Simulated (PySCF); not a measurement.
C2H6O2Si, SMILES C[SiH2]C(=O)O. Coordinates come from a PBE-D3(BJ)/def2-SVP optimisation. One conformer was computed; it need not be the lowest.

Computed equilibrium geometry at PBE-D3(BJ)/def2-SVP (PySCF confirms it by a frequency run) as Cartesian coordinates in Å (one conformer of several):
```xyz
11

C     -2.1522     0.3281     0.2437
Si    -0.6778    -0.8299     0.1076
C      0.8845     0.3032    -0.0912
O      0.9122     1.4684     0.2654
O      1.9616    -0.3239    -0.6302
H     -3.0708    -0.2057     0.5574
H     -1.9201     1.1169     0.9869
H     -2.3473     0.8240    -0.7280
H     -0.7778    -1.7853    -1.0489
H     -0.4651    -1.6227     1.3694
H      2.6858     0.3472    -0.6396
```
